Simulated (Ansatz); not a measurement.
Basis-set extrapolation for CH4FNO2Si, SMILES `NC1(F)O[SiH2]O1` (PBE0-D4/def2-TZVP geometry, frozen core, the Gaussian-basis code of Ansatz). Multiplicity 1, RHF reference.

|  | def2-TZVPP | def2-QZVPP |
| --- | --- | --- |
| HF | -632.979862 | -633.004982 |
| MP2 correlation | -1.195724 | -1.292864 |
| CCSD(T) correlation | -1.262179 | not run |

Energies in hartree. Use E(X) = E(∞) + A·exp(−7.88·√X) for Hartree–Fock and E(X) = E(∞) + B·X^(−2.97) for correlation, with X = 3 and 4, and add CCSD(T) minus MP2 of the smaller set to the MP2 limit.

**Question.** What is the CCSD(T) energy at the basis-set limit?

**Answer.** HF limit: -633.004982 + (-0.025120) × 0.13774 = -633.00844. MP2 limit: -1.292864 + (-0.097140) × 0.74074 = -1.36482. Higher-order term: -1.262179 − (-1.195724) = -0.06645. Total: -634.43971 hartree, 124.0 kcal/mol below CCSD(T)/def2-TZVPP.
